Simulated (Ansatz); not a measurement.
Wavefunction ladder for AlFH$_{3}$NO$_{2}$Si, SMILES `O[Si]1(O)[NH][Al]1[F]`

```xyz
9

O     0.934    1.311   -1.064
Si   -0.128    0.484   -0.118
O    -1.566    1.132   -0.547
N    -0.081   -1.246   -0.079
Al    0.253   -0.929    1.650
F     0.517   -1.896    2.955
H     1.864    1.118   -0.931
H    -1.519    1.946   -1.054
H    -0.275   -1.919   -0.811
```

Total charge 0; spin multiplicity 1. The geometry is a stationary point of PBE0-D4/def2-TZVP. It is one conformer, not always the lowest. Frozen core, restricted reference, Ansatz 0.2.0. CBS rows extrapolate triple and quadruple zeta; past MP2 they add the triple-zeta difference.

| basis | HF (Eh) | MP2 corr. | CCSD corr. | (T) | CCSD(T) total |
| --- | --- | --- | --- | --- | --- |
| def2-SVP | -835.97740 | -0.87095 | -0.89498 | -0.02205 | -836.89443 |
| def2-TZVPP | ? | -1.12152 | -1.13414 | ? | ? |
| def2-QZVPP | ? | -1.21571 | – | – | – |
| CBS(def2) | ? | -1.28549 | -1.29811 | as TZ | ? |

Problem. Fill in the withheld values. (Best estimate.)

Solution. Ansatz gave: def2-TZVPP HF (Eh): -836.57535; def2-TZVPP (T): -0.04322; def2-TZVPP CCSD(T) total: -837.75271; def2-QZVPP HF (Eh): -836.60689; CBS(def2) HF (Eh): -836.61123; CBS(def2) CCSD(T) total: -837.95256.
